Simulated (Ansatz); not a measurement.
Molecule: trifluoro(methoxy)methane, C2H3F3O, charge 0, multiplicity 1. SMILES: COC(F)(F)F
Geometry from a B3LYP-D3(BJ)/def2-TZVP (Ansatz, a first-principles code) optimisation:
```xyz
9

C     -1.9058     0.0004    -0.4509
O     -0.6899     0.7482    -0.2696
C      0.3885     0.0410     0.0861
F      0.7182    -0.9042    -0.8235
F      1.4187     0.8737     0.2115
F      0.2250    -0.6079     1.2616
H     -2.1942    -0.4891     0.4788
H     -1.7860    -0.7343    -1.2466
H     -2.6538     0.7348    -0.7323
```

Parts of the frozen-core correlation energy in 6-31G* (Ansatz, hartree). Frozen orbitals: 6; correlated occupied orbitals by spin: 19 and 19; virtual: 71 and 71. No spin-orbit coupling. Non-relativistic.

```json
[
 {"term": "reference (HF)", "value": "-450.67233"},
 {"term": "MP2 opposite-spin", "value": "(withheld)"},
 {"term": "MP2 same-spin", "value": "-0.25828"},
 {"term": "CCSD correlation", "value": "(withheld)"},
 {"term": "(T)", "value": "(withheld)"},
 {"term": "T1 diagnostic", "value": "0.012"},
 {"term": "largest doubles amplitude", "value": "0.024"}
]
```

**Question.** What belongs in the gaps?

**Answer.** 
- MP2 opposite-spin, value: -0.68303
- CCSD correlation, value: -0.96369
- (T), value: -0.02346
